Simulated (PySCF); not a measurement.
Gas-phase reaction: SnHCl3 + 2 H ⇌ SnH3Cl + Cl2

Method: PySCF energies plus ideal-gas RRHO corrections (1 bar). † marks an energy on the PBE0/def2-TZVP geometry and frequencies; other levels use their own. CCSD(T) freezes the core. Open shells (unrestricted): H (multiplicity 2); the rest are closed-shell singlets. Sn: scalar-relativistic def2 core potential, no spin-orbit coupling. SnHCl3, SnH3Cl: computed as isolated molecules; such fragments, hydroxides, amides, oligomers or adducts are transient or little studied in the gas. CCSD(T) isn't extrapolated to the basis-set limit.

```csv
level,"ΔH°(298 K), kJ"
CCSD(T)/def2-SVP†,-78
M06-2X/def2-TZVP†,-80
PBE/def2-TZVP†,-108
PBE0/def2-QZVP†,(withheld)
PBE0/def2-SVP†,(withheld)
PBE0/def2-TZVP,(withheld)
```

### Question
Fill in the missing entries.

### Answer

- PBE0/def2-QZVP†, ΔH°(298 K), kJ: -99
- PBE0/def2-SVP†, ΔH°(298 K), kJ: -79
- PBE0/def2-TZVP, ΔH°(298 K), kJ: -97
